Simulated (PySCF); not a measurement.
AlH₄O₂P, SMILES [OH][Al]([PH2])[OH].

The structure is a stationary point at TPSSh-D3(BJ)/def2-SVP. Other conformers were not sampled.

Method: IEF-PCM-M06-2X/def2-SVP run with PySCF 2.14.0.

The values are the electrostatic part of the solvation free energy, E(continuum) − E(gas) at the gas-phase geometry, in a cavity of scaled van der Waals radii (PySCF's table); cavitation and dispersion terms are not included. A continuum can't describe solvent molecules that bind to the metal. In vacuum the orbital gap is 8.68 eV. The dipole moment in vacuum is 3.20 D.

```csv
solvent,ε,ΔG(elec) (kcal/mol),dipole (D),gap (eV)
water,78.36,-9.6,4.07,9.06
1-octanol,9.86,-8.2,3.93,9.00
ethanol,24.85,-9.2,4.02,9.04
```
